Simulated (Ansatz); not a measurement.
CH₃Se₂ (SMILES C[Se][Se]), doublet, geometry from GFN2-xTB. Base run: B3LYP/STO-3G run with Ansatz (a program for electronic structure).

Here is a job for Ansatz.
Ansatz 0.2 input:
```yaml
crystal:
  periodic: [false, false, false]
  atoms:
    - {symbol: C, position_ang: [-2.11547240, -0.41879670, 0.07488089]}
    - {symbol: Se, position_ang: [-0.55419547, 0.77241374, -0.09237170]}
    - {symbol: Se, position_ang: [1.13849247, -0.64326175, 0.06997820]}
    - {symbol: H, position_ang: [-2.07265492, -0.92307861, 1.03673090]}
    - {symbol: H, position_ang: [-3.00980833, 0.19220440, 0.00649221]}
    - {symbol: H, position_ang: [-2.09080048, -1.14751331, -0.73112931]}
basis:
  gaussian:
    orbitals: STO-3G
hamiltonian:
  xc: b3lyp
magnetization: {spin_polarized: true, initial_magnetization: 1}
```

Variants of this job, named by their change:

```json
[
 {"change": "base", "ΔE vs base (kcal/mol)": "0.000"},
 {"change": "final_grid = 6, 12, 29", "ΔE vs base (kcal/mol)": "0.003"},
 {"change": "final_grid = 14, 28, 59", "ΔE vs base (kcal/mol)": "0.001"},
 {"change": "lower_state_search = light", "ΔE vs base (kcal/mol)": "0.000"},
 {"change": "point_charge = charge:-1.0 position_ang:-2.2908, 4.9671, 1.5815", "ΔE vs base (kcal/mol)": "-0.97"},
 {"change": "lower_state_search = off", "ΔE vs base (kcal/mol)": "0.000"},
 {"change": "fitting.mean_field = def2-universal-JKFIT", "ΔE vs base (kcal/mol)": "-1.89"},
 {"change": "final_grid = 10, 20, 41", "ΔE vs base (kcal/mol)": "0.000"},
 {"change": "point_charge = charge:0.5 position_ang:-7.0535, -0.3125, 0.1947", "ΔE vs base (kcal/mol)": "1.45"},
 {"change": "point_charge = charge:1.0 position_ang:-4.3547, 3.0913, -3.2645", "ΔE vs base (kcal/mol)": "1.16"},
 {"change": "lower_state_search = full", "ΔE vs base (kcal/mol)": "0.000"}
]
```
